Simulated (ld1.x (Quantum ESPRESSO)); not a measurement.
**What the settings do to the TM potential of scandium**

Base potential:

| Item | Value |
| --- | --- |
| Element | Sc (Z = 21) |
| Generator | ld1.x (Quantum ESPRESSO) 7.5 |
| Type | norm-conserving Troullier–Martins (Kleinman–Bylander form) |
| Functional | BLYP |
| Relativity | scalar-relativistic |
| Frozen core | [Ne] |
| Valence charge | 11 |
| Reference configuration | 3s2 3p6 3d1 4s2 4p0 |
| Partial waves | 3s (bound): rc 1.30 bohr; 3d (bound): rc 2.55 bohr; 4f channel at 0.05 Ry: rc 2.40 bohr; 3p (bound): rc 1.35 bohr |
| Local potential | the p channel |
| Core correction | Bessel-smoothed model core inside 0.60 bohr |

Occupied shells without a wave of their own: 4s. They enter only through the test configuration that unscreens the potential, and ld1.x also counts them in the model core charge.

Cutoffs, loose and tight: the cutoffs (Ry, on a coarse ladder) from which the occupation-weighted sum of valence levels, in a spherical-Bessel basis at the reference potential, stays within 10 and 1 mRy of its value at 400 Ry. They do not see the model core or the augmentation charge, which bear on the density cutoff. Test errors are all-electron minus pseudo excitation energies from the reference, over the configurations 3s2 3p6 3d1 4s1 4p0; 3s2 3p6 3d1 4s0 4p0; 3s2 3p6 3d0 4s0 4p0; 3s2 3p6 3d0 4s2 4p0; 3s2 3p6 3d1.5 4s1.5 4p0; 3s2 3p6 3d2 4s1 4p0; 3s2 3p6 3d1 4s1.5 4p0. A dash means not determined; rows that change the core or the reference have their own tests.

With those shells counted twice in exchange and correlation these files are broken, and their errors move erratically; no question is asked of them.

```tsv
change	outcome	cutoff, loose	cutoff, tight	bound ghosts	largest test error (meV)
base	generated	80 Ry	110 Ry	none	-907
wave 3s (bound): rc 1.30 bohr becomes 3s (bound): rc 0.84 bohr	generated	120 Ry	230 Ry	none	-722
wave 3s (bound): rc 1.30 bohr becomes 3s (bound): rc 1.02 bohr	generated	110 Ry	180 Ry	none	-712
wave 3s (bound): rc 1.30 bohr becomes 3s (bound): rc 1.18 bohr	generated	90 Ry	160 Ry	none	-781
wave 3s (bound): rc 1.30 bohr becomes 3s (bound): rc 1.40 bohr	generated	70 Ry	90 Ry	none	-1063
wave 3s (bound): rc 1.30 bohr becomes 3s (bound): rc 1.62 bohr	generated, misses its reference levels by 0.18 eV	50 Ry	80 Ry	none	-1576
wave 3s (bound): rc 1.30 bohr becomes 3s (bound): rc 1.78 bohr	generated, misses its reference levels by 0.27 eV	40 Ry	70 Ry	none	-2075
wave 3s (bound): rc 1.30 bohr becomes 3s (bound): rc 1.90 bohr	generated, misses its reference levels by 0.31 eV	40 Ry	70 Ry	none	-2358
```

Reading the sweep of the s radius (base included, trends over the rows without a ghost): The loose cutoff falls from 120 Ry at 0.84 to 40 Ry at 1.9 bohr. A larger radius leaves more room for a smooth pseudo-wave, so fewer plane waves are needed; a smaller one forces it to follow the all-electron wave where it bends sharply. The median size of the test errors (rows with all tests solved) rises from 139.0 meV at 0.84 to 213.0 meV at 1.9 bohr. More of the atom is replaced by a form fitted at one configuration, so other configurations suffer as the radius grows.
